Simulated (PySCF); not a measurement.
Relaxation of singlet InF₂⁺

All numbers come from PBE0/[In def2-TZVP with ECP28, F def2-TZVP], scalar-relativistic core potentials, density fitting, no spin–orbit coupling, PySCF. A (50,194) grid was used.

A hand-made linear start, of D∞h symmetry, held to at least that symmetry:

Coordinates in bohr (charge 1 multiplicity 1):
```
In    0.0000    0.0000    0.0000
F     0.0000    0.0000    3.8150
F     0.0000    0.0000   -3.8150
```

What forces act on the atoms at the start (eV/Å)?


| atom | Fx | Fy | Fz |
| --- | --- | --- | --- |
| In1 | 0.00 | 0.00 | 0.00 |
| F2 | 0.00 | 0.00 | -3.35 |
| F3 | 0.00 | 0.00 | 3.35 |

What does it relax to?

It ends at D∞h with In–F 1.842 Å (×2); F–In–F 180.0°. A frequency run shows a minimum. Other isomers or separated fragments may lie lower.

How much energy is released, and in how many steps?

67.1 kJ/mol in 4 steps.
